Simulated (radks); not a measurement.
The nuclear charge of neutral neodymium is varied continuously with 60 electrons held in [Xe] 4f4 6s2. All-electron calculation, Dirac Kohn-Sham, LDA (Slater exchange, Perdew-Wang correlation), spin-unpolarised, spherical densities, point nucleus; open shells fill j = l - 1/2 first. Program: a radial shooting solver on a logarithmic mesh with Libxc functionals. By the Hellmann-Feynman theorem dE/dZ = E(electron-nucleus)/Z, the electronic potential at the nucleus.

[
 {"Z": "59.9", "E (hartree)": "-9583.8598", "E(electron-nucleus)/Z (hartree)": "-391.055", "HOMO": "4f5/2", "e(HOMO) (eV)": "-0.909", "<r> HOMO (bohr)": "1.154"},
 {"Z": "60", "E (hartree)": "-9623.0131", "E(electron-nucleus)/Z (hartree)": "-392.010", "HOMO": "4f5/2", "e(HOMO) (eV)": "-2.029", "<r> HOMO (bohr)": "1.121"},
 {"Z": "60.1", "E (hartree)": "-9662.2618", "E(electron-nucleus)/Z (hartree)": "-392.964", "HOMO": "4f5/2", "e(HOMO) (eV)": "-3.228", "<r> HOMO (bohr)": "1.093"},
 {"Z": "60.2", "E (hartree)": "-9701.6058", "E(electron-nucleus)/Z (hartree)": "-393.917", "HOMO": "4f5/2", "e(HOMO) (eV)": "-4.494", "<r> HOMO (bohr)": "1.070"},
 {"Z": "60.3", "E (hartree)": "-9741.0451", "E(electron-nucleus)/Z (hartree)": "-394.868", "HOMO": "6s1/2", "e(HOMO) (eV)": "-5.355", "<r> HOMO (bohr)": "4.119"},
 {"Z": "60.4", "E (hartree)": "-9780.5795", "E(electron-nucleus)/Z (hartree)": "-395.820", "HOMO": "6s1/2", "e(HOMO) (eV)": "-5.971", "<r> HOMO (bohr)": "4.042"},
 {"Z": "60.5", "E (hartree)": "-9820.2090", "E(electron-nucleus)/Z (hartree)": "-396.771", "HOMO": "6s1/2", "e(HOMO) (eV)": "-6.604", "<r> HOMO (bohr)": "3.969"},
 {"Z": "60.6", "E (hartree)": "-9859.9337", "E(electron-nucleus)/Z (hartree)": "-397.722", "HOMO": "6s1/2", "e(HOMO) (eV)": "-7.254", "<r> HOMO (bohr)": "3.900"},
 {"Z": "60.7", "E (hartree)": "-9899.7534", "E(electron-nucleus)/Z (hartree)": "-398.673", "HOMO": "6s1/2", "e(HOMO) (eV)": "-7.920", "<r> HOMO (bohr)": "3.834"},
 {"Z": "60.8", "E (hartree)": "-9939.6682", "E(electron-nucleus)/Z (hartree)": "-399.623", "HOMO": "6s1/2", "e(HOMO) (eV)": "-8.603", "<r> HOMO (bohr)": "3.772"},
 {"Z": "60.9", "E (hartree)": "-9979.6780", "E(electron-nucleus)/Z (hartree)": "-400.574", "HOMO": "6s1/2", "e(HOMO) (eV)": "-9.301", "<r> HOMO (bohr)": "3.714"},
 {"Z": "61", "E (hartree)": "-10019.7830", "E(electron-nucleus)/Z (hartree)": "-401.525", "HOMO": "6s1/2", "e(HOMO) (eV)": "-10.015", "<r> HOMO (bohr)": "3.657"}
]

The central difference of E at Z = 60 is -392.010 hartree, to compare with the third column; the second derivative is -9.54 hartree. No converged solution with all levels bound was reached at Z = 59.8.
